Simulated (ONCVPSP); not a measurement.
manganese, ONCV: configuration errors across variants

ONCVPSP 4.0.1 input, shortened (lines: element, Z, core and valence counts, functional; n l f; lmax; l rc ep ncon nbas qcut; lloc lpopt rc5 dvloc0; l nproj debl; icmod fcfact rcfact), PBE, scalar-relativistic:

```
  Mn 25.00    3    3        4      upf
    1    0    2.00
    2    0    2.00
    2    1    6.00
    3    0    2.00
    3    1    6.00
    3    2    4.00
    3
    0    1.10    0.00    4    8   13.40
    1    1.45    0.00    4    8    7.70
    2    1.55    0.00    4    9   11.60
    3    1.50    0.17    4    7    8.50
    4    5    0.80    2.00
    0    2    3.10
    1    3    3.60
    2    2    1.00
    3    1    0.50
    3    3.25    1.30
```

In the s channel the program set the typed energies aside and used -4.477, 0.250 Ha. In the d channel the program set the typed energies aside and used -1.514, 0.250 Ha.

All-electron excitation energies from the reference (eV): (1) 3s2 3p6 3d5 4s2 -56.534; (2) 3s2 3p6 3d5 4s1 -48.118; (3) 3s2 3p6 3d5 -32.519; (4) 3s2 3p6 3d5.5 4s1.5 -57.016.

Errors AE − PS in meV (a dash: test not solved or not reliable):

| change | (1) | (2) | (3) | (4) | bound ghosts | GHOST(+) flags above zero |
| --- | --- | --- | --- | --- | --- | --- |
| base | +19 | +27 | +41 | +39 | none | none |
| d: ncon 3, nbas 8 | +20 | +29 | +43 | +42 | none | none |
| core correction Teter function, fcfact 3.25, rcfact 1.78 | +19 | +27 | +41 | +39 | none | none |
| f: rc 1.1, qcut 11.6, nproj 0; local potential the f channel | +19 | +27 | +41 | +39 | none | none |
| core correction none | +19 | +27 | +41 | +39 | none | none |
| d: qcut 11.4 | +20 | +29 | +42 | +40 | none | none |

Task: Give the same row for: all radii but the core radius scaled by about 1.16 (s 1.28, p 1.68, d 1.80, f 1.74 bohr); local potential polynomial inside 0.92 bohr (lpopt 5, dvloc0 2 Ha).

Result: +28, +43, +67, +63; bound ghosts: none; GHOST(+) flags above zero: none.
